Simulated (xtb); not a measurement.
ZnI, SMILES [I][Zn+], charge +1. All values are semi-empirical tight-binding results from xtb (GFN2-xTB unless named), good for trends rather than for accurate numbers. Coordinates come from a GFN2-xTB optimisation. The multiplicity is an assumed one; other spin states were not compared.

Optimised geometry:

```xyz
2

Zn     0.0000     0.0000    -1.5197
I      0.0000     0.0000     0.8602
```
Charge +1, spin multiplicity 1.

For metal compounds this method's bond lengths and energies can be far off.

Computed properties:
The point group as xtb finds it is C∞v and the orbital gap is 1.76 eV.

Computed atomic charges and the Wiberg bond orders between heavy atoms:
charges (e) Zn1 0.51, I2 0.49. Bond orders Zn1–I2 1.51.
